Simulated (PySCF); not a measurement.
AlH3, SMILES [AlH3]. The structure is a stationary point at B3LYP-D3(BJ)/def2-TZVPD. The isomer is the one that the SMILES or the coordinates give; other isomers of the formula were not compared.

PySCF with TDDFT-CAM-B3LYP/def2-TZVPD puts the lowest singlet excitations at 5.37, 5.37, 8.15, 8.16, 8.21, 8.53 eV and the lowest triplet (TDA) at 4.88 eV.

Q: What are the lowest singlet roots from EOM-CCSD/aug-cc-pVDZ run with PySCF? (Estimate from the structure and the level; the computed values follow.)

A: 5.53, 5.53, 8.40, 8.45, 8.45, 8.82 eV; triplets 5.16, 5.16, 7.58 eV. S1 differs by 0.17 eV (second minus first; roots are paired by order, and the bases may differ).
